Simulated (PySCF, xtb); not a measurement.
SiBrF3, SMILES F[Si](F)(F)Br.

GFN2-xTB (xtb 6.7.1) at its own geometry gives an orbital gap of 7.87 eV and a dipole moment of 2.26 D.

Geometry: r2SCAN-D4/def2-SVP.

Question: What does CAM-B3LYP/def2-TZVP (PySCF) give? (The exact figures need the calculation; the answer reports its results.)

Answer: gap 11.73 eV (levels -11.02 and 0.70 eV), dipole 1.01 D.
